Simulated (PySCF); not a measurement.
C2H3F2GaO2, SMILES CC(=O)[O][Ga]([F])[F]. Atoms are numbered in the order given.

```xyz
10

Ga    -0.0014     0.7554     0.0000
F      1.4962     1.6460     0.0000
F     -1.5232     1.6046     0.0000
O      0.0170    -0.9058     1.0859
C      0.0213    -1.5770     0.0000
C     -0.0019    -3.0685     0.0000
O      0.0170    -0.9058    -1.0859
H      0.4778    -3.4569    -0.9068
H      0.4778    -3.4569     0.9068
H     -1.0559    -3.3920     0.0000
```

The structure is a stationary point at B3LYP-D3(BJ)/def2-SVP. The values are those of a single conformer.

Vertical ionisation energy (IE) and electron affinity (EA) in eV. Rows of orbital energies are one-electron estimates. Where ΔSCF, EOM or ADC give a negative EA the extra electron is unbound and the value depends on the basis.

```tsv
level	IE	EA
−ε(HOMO), −ε(LUMO), CAM-B3LYP/def2-TZVP (PySCF)	11.32	0.01
−ε(HOMO), −ε(LUMO), PBE/def2-TZVP (PySCF)	…	…
```

Task: What belongs in the gaps? (An estimate is asked for; the answer gives what the named calculation found.)

Result: 
- −ε(HOMO), −ε(LUMO), PBE/def2-TZVP (PySCF), IE: 8.04
- −ε(HOMO), −ε(LUMO), PBE/def2-TZVP (PySCF), EA: 2.24
